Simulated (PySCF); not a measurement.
A structure optimised at B3LYP-D3(BJ)/def2-SVP, used in a PySCF frequency run:

```
B
O 1 1.3523
H 2 0.9646 1 115.51
Se 1 1.9659 2 115.42 3 180.00
H 4 1.4747 1 95.32 2 180.00
Se 1 1.9731 2 125.23 3 0.00
H 6 1.4791 1 95.90 2 0.00
```
Charge 0, spin multiplicity 1.

Question: Write its SMILES, formula and point group.

Answer: OB([SeH])[SeH], BH3OSe2, Cs

Question: What are its rotational constants (standard atomic weights)?

Answer: 5.2693, 1.0867, 0.90090 GHz
